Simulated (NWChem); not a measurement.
Electron attachment to I

```
I
```
Charge 0, spin multiplicity 2.

Everything below was run with NWChem.

Basis set: def2-TZVPD. −ε marks an orbital energy of the parent. The basis adds only a small set of diffuse functions.

Effective core potentials replace the inner electrons of I; spin-orbit coupling is left out. B3LYP has NWChem's definition, with VWN1-RPA local correlation. The stability of the SCF solutions was not checked.

### Question
One of these methods gave a vertical electron affinity of 5.91 eV. Which?
(A) −ε(beta LUMO) of PBE
(B) −ε(beta LUMO) of B3LYP
(C) −ε(beta LUMO) of BHandHLYP
(D) −ε(beta LUMO) of r2SCAN

### Answer
B, −ε(beta LUMO) of B3LYP. The others give 4.50 (−ε(beta LUMO) of BHandHLYP), 6.59 (−ε(beta LUMO) of PBE), 6.26 (−ε(beta LUMO) of r2SCAN).
